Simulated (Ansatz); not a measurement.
Geometry optimisation, RKS r2SCAN/def2-SVP in Ansatz.

Input file:

```yaml
crystal:
  periodic: [false, false, false]
  atoms:
    - { symbol: Si, position_ang: [-0.8327, 1.0113, -0.5477] }
    - { symbol: "N", position_ang: [0.44, 0.2374, 0.0824] }
    - { symbol: Si, position_ang: [-0.063, -0.8602, 1.1607] }
    - { symbol: P, position_ang: [1.4891, -0.502, -0.9758] }
    - { symbol: H, position_ang: [-1.801, 0.1218, -1.2821] }
    - { symbol: H, position_ang: [-1.6325, 1.7128, 0.5497] }
    - { symbol: H, position_ang: [-0.406, 2.1322, -1.4749] }
    - { symbol: H, position_ang: [-0.7966, -1.9604, 0.6133] }
    - { symbol: H, position_ang: [1.0863, -1.3559, 2.0515] }
    - { symbol: H, position_ang: [2.5996, -0.5883, -0.174] }
basis:
  gaussian: { orbitals: def2-SVP }
hamiltonian:
  xc: r2scan
relax:
  f_tol: 0.02
  max_steps: 50
```

Run as:

```bash
$ ansatz run input.yaml --threads 2 --pin off --max-ram 3072MiB --backend cpu --events-out ev --progress --plain --runs-dir out
```

Task: Where does it end, and by what steps?

Result: The run converged. The force dipped under the threshold on the way, but the program's further checks kept it going. After 24 steps the energy has fallen by 2.575 eV; H5 moved furthest, 1.19 Å. Parted: Si1–Si3.

```tsv
step	energy less start (eV)	largest force component (eV/Å)	accepted
0	0.0000	4.114	yes
1	-1.0782	2.347	yes
2	-1.7780	1.271	yes
3	-2.1145	1.100	yes
4	-2.3659	1.101	yes
5	-2.4685	0.589	yes
6	-2.5140	0.383	yes
7	-2.5368	0.138	yes
8	-2.5513	0.170	yes
9	-2.5350	0.264	no
10	-2.5608	0.091	yes
11	-2.5624	0.118	yes
12	-2.5657	0.080	yes
13	-2.5680	0.082	yes
14	-2.5707	0.028	yes
15	-2.5601	0.276	no
16	-2.5712	0.054	yes
17	-2.5716	0.092	yes
18	-2.5696	0.139	no
19	-2.5726	0.082	yes
20	-2.5739	0.009	yes
21	-2.5743	0.023	yes
22	-2.5744	0.027	yes
23	-2.5746	0.024	yes
24	-2.5747	0.018	yes
```

```xyz
10
Properties=species:S:1:pos:R:3
Si -0.945 1.215 -0.653
N -0.047 -0.184 -0.155
Si 0.425 -1.295 1.076
P 1.247 -1.150 -0.974
H -1.512 1.007 -2.021
H -2.049 1.427 0.330
H -0.092 2.445 -0.697
H -0.523 -2.381 1.438
H 1.176 -0.766 2.247
H 2.403 -0.368 -0.587
```

Whether the end is a true minimum wasn't checked by a vibrational analysis.

The run took 93 s on 2 threads of Arm Neoverse V1, with other jobs on the host, peak memory 0.17 GiB.
